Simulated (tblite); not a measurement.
Compound: C5H9F2O2 (doublet state).
SMILES with atom numbers: `[CH3:1][O:2][CH2:3][C:4]([CH3:5])[O:6][CH:7]([F:8])[F:9]` (hydrogens: H10, H11, H12 on C1; H13, H14 on C3; H15, H16, H17 on C5; H18 on C7)

Structure optimised with GFN2-xTB, isolated species. This method treats the open shell by occupation alone, without spin polarisation.

Give the optimised bond lengths and angles.

```json
{"bond": "C1–O2", "length (pm)": "140.5"}
{"bond": "O2–C3", "length (pm)": "143.6"}
{"bond": "C3–C4", "length (pm)": "147.9"}
{"bond": "C4–C5", "length (pm)": "148.1"}
{"bond": "C4–O6", "length (pm)": "138.9"}
{"bond": "O6–C7", "length (pm)": "134.9"}
{"bond": "C7–F8", "length (pm)": "136.5"}
{"bond": "C7–F9", "length (pm)": "134.2"}
{"bond": "C1–H10, C1–H11, C1–H12", "length (pm)": "109.4"}
{"bond": "C3–H13, C3–H14", "length (pm)": "110.1"}
{"bond": "C5–H15, C5–H16, C5–H17", "length (pm)": "109.0"}
{"bond": "C7–H18", "length (pm)": "110.4"}
```

Bonds in one row agree within 1 pm and their mean is given. A selection of angles:
```json
{"angle": "O2–C1–H10", "degrees": "106.5"}
{"angle": "O2–C1–H11", "degrees": "111.1"}
{"angle": "H10–C1–H11", "degrees": "109.5"}
{"angle": "C1–O2–C3", "degrees": "112.9"}
{"angle": "O2–C3–C4", "degrees": "110.4"}
{"angle": "O2–C3–H13", "degrees": "108.4"}
{"angle": "O2–C3–H14", "degrees": "109.0"}
{"angle": "C4–C3–H13", "degrees": "111.3"}
{"angle": "C4–C3–H14", "degrees": "109.1"}
{"angle": "H13–C3–H14", "degrees": "108.5"}
{"angle": "C3–C4–C5", "degrees": "123.2"}
{"angle": "C3–C4–O6", "degrees": "121.2"}
{"angle": "C5–C4–O6", "degrees": "114.8"}
{"angle": "C4–C5–H15", "degrees": "110.9"}
{"angle": "C4–C5–H16", "degrees": "109.2"}
{"angle": "H15–C5–H16", "degrees": "109.0"}
{"angle": "H15–C5–H17", "degrees": "107.4"}
{"angle": "C4–O6–C7", "degrees": "118.9"}
{"angle": "O6–C7–F8", "degrees": "111.5"}
{"angle": "O6–C7–F9", "degrees": "108.0"}
{"angle": "O6–C7–H18", "degrees": "114.8"}
{"angle": "F8–C7–F9", "degrees": "105.4"}
{"angle": "F8–C7–H18", "degrees": "107.4"}
{"angle": "F9–C7–H18", "degrees": "109.3"}
```

Torsions: C1–O2–C3–C4 178° (antiperiplanar); O2–C3–C4–C5 -94° (anticlinal); C3–C4–O6–C7 -16° (synperiplanar); C4–O6–C7–F8 83° (synclinal). The mirror-image conformer, all signs reversed, is as good.

The 2 C–F bonds span 1.342 Å (C7–F9, drawn single) to 1.365 Å (C7–F8, drawn single), a spread of 0.023 Å. C4 (carbon bonded to 2 C and O) is almost planar (angles 123.2°, 121.2° and 114.8°, sum 359.2°, 0.08 Å off the plane of its three neighbours). Of the pairs four or more bonds apart, O2···H18 is among the closest relative to their van der Waals radii: 2.32 Å, 85 % of the sum of Bondi's values. The C–O distances run from 1.349 Å (O6–C7, drawn single) to 1.436 Å (O2–C3, drawn single), a spread of 0.087 Å. O2 (oxygen bonded to 2 C) is bent (angle 112.9°).

Point group: C1 (no symmetry element, even within 0.4 Å). Its GFN2-xTB frequencies are all real (lowest 45 cm⁻¹). 3 starts were optimised and ended at 0.00, 2.12 and 3.06 kcal/mol (GFN2-xTB); the lowest of these is shown.

On Arm Neoverse V1, one thread, no GPU, on a shared host, this took 0.83 s of wall time. That covers the optimisation of the geometry.

These are computed values.
